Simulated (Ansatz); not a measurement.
`[SiH3][O][GeH3]` + `[SH][GeH3]` → `[SiH3][S][GeH3]` + `[OH][GeH3]` at 700 K and 1 bar (ligand exchange at the Si–O bond).

Calculated with Ansatz (gas phase, PBE0-D4/def2-TZVP geometries, no zero-point term in ΔE). CCSD(T)/CBS adds triple-zeta CCSD(T) − MP2 to the extrapolated MP2 energy (def2 sets, frozen cores). For Ge outer-core shells are correlated without core-valence functions, which leaves a few kJ/mol of doubt a bond. Scalar relativity is left out up to krypton.

| species | CCSD(T)/CBS energy (Eh) | H − E (kJ/mol) | S (J/(mol·K)) |
| --- | --- | --- | --- |
| `[SiH3][O][GeH3]` | -2444.01593 | 207.2 | 446.8 |
| `[SH][GeH3]` | -2476.30083 | 133.1 | 357.0 |
| `[SiH3][S][GeH3]` | -2766.60510 | 204.4 | 460.0 |
| `[OH][GeH3]` | -2153.69723 | 141.7 | 338.7 |

H − E and S are ideal-gas, rigid-rotor, harmonic terms from PBE0-D4/def2-TZVP. 1 Eh = 2625.50 kJ/mol, R = 8.31446 J/(mol·K).

Q: By hand: ΔE, ΔH, ΔS and ΔG.

A: ΔE = (-2766.60510) + (-2153.69723) − (-2444.01593) − (-2476.30083) = 0.01443 Eh = 37.9 kJ/mol. Δ(H − E) = 204.4 + 141.7 − 207.2 − 133.1 = 5.8, so ΔH = 43.7 kJ/mol. ΔS = 460.0 + 338.7 − 446.8 − 357.0 = -5.1 J/(mol·K). ΔG = 43.7 − 700 × (-5.1)/1000 = 47.3 kJ/mol.

Q: By hand: the equilibrium constant, and the temperature at which ΔG would vanish if ΔH and ΔS stayed fixed.

A: log₁₀ K = −ΔG/(RT ln 10) = -3.5. ΔH and −TΔS have one sign here, so there is no such temperature. One of them is within its doubt of zero, so this could turn.

The number of gas molecules stays the same, so ΔS is small and ΔH decides. A doubt of 5 kJ/mol in ΔE shifts log₁₀ K by 0.4 here. Modes under 60 cm⁻¹, often nearly free rotors, make the harmonic entropy too high. These are equilibria of isolated gas molecules and say nothing of rates. Largest T1 diagnostic: 0.012 (customary marks: 0.02 for closed shells, 0.045 for open ones).
